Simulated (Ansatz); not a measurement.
## A ladder of methods for SiH3I (SiIH3)

The species is SiH3I (5 atoms), meant as a singlet with charge 0. As SMILES, `[H][Si]([H])([H])I`. The shape is that of a GFN2-xTB optimisation.

Each level gives the vertical energy of the triplet above the singlet (eV). The values are calculated.

```tsv
level	kind	program	value (eV)	less FCI/STO-3G	CPU time (all runs)
HF/STO-3G	Hartree–Fock	Ansatz	6.96	-0.28	4.2 s
PBE/STO-3G	GGA	Ansatz	7.04	-0.20	25 s
BHLYP/STO-3G	global hybrid	Ansatz	7.13	-0.11	26 s
PBE0/STO-3G	global hybrid	Ansatz	7.13	-0.11	30 s
CAM-B3LYP/STO-3G	range-separated hybrid	Ansatz	7.08	-0.16	27 s
HSE06/STO-3G	range-separated hybrid	Ansatz	7.13	-0.11	44 s
B2PLYP/STO-3G	double hybrid	Ansatz	7.16	-0.08	41 s
CCSD(T)/STO-3G	coupled cluster or CI	Ansatz	7.24	0.00	5.4 s
FCI/STO-3G	exact in the basis	Ansatz	7.24	0.00	35 s
```

FCI/STO-3G is exact within its basis and frozen core, so for wave-function methods in that basis the difference is their error; functionals converge differently with the basis, so for them it is only a difference. All-electron rows without a relativistic Hamiltonian named are non-relativistic. Spin-orbit coupling, which can split open shells on such heavy atoms by tenths of an eV, is left out. The values span 6.96 to 7.24 eV. A triplet this far above the singlet is often a Rydberg-like or dissociative state; sets without diffuse functions put Rydberg states too high. All rows use very small basis sets, so none should be taken for the real molecule's value. In the correlated wave-function rows the outer d shell of I is correlated, in sets not made for it. In so small a basis fixed costs decide the times, and correlated methods can beat functionals. CPU times are rough (shared hosts, several kinds of processor and program).
